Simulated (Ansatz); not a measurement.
Z-matrix (Å, degrees):
```
C
C 1 1.497
H 1 1.087 2 109.7
H 1 1.092 2 109.7 3 -121.2
H 1 1.091 2 109.7 3 121.2
O 2 1.208 1 125.1 3 0.1
O 2 1.329 1 112.7 3 -179.5
As 7 1.854 2 111.7 1 -175.6
H 8 1.528 7 89.2 2 -164.9
H 8 1.525 7 96.3 2 -73.2
```

Total charge 0; spin multiplicity 1.

(1) List the r2SCAN/def2-TZVPP orbital energies in eV (Ansatz 0.2.0). (Estimate.)

Results:

(1) Computed: Occupied: -11572.51, -1460.38, -1304.08, -1304.04, -1304.00, -516.90, -515.47, -276.61, -273.44, -189.33, -136.01, -135.86, -135.73, -42.82, -42.78, -42.69, -42.60, -42.55, -29.01, -26.49, -19.80, -16.93, -13.94, -12.55, -12.20, -11.95, -10.46, -10.16, -9.51, -9.01, -8.20, -7.02, -6.71. Lowest empty: -1.42, -0.64, 0.20, 0.86, 1.78, 3.33, 3.55, 3.98.
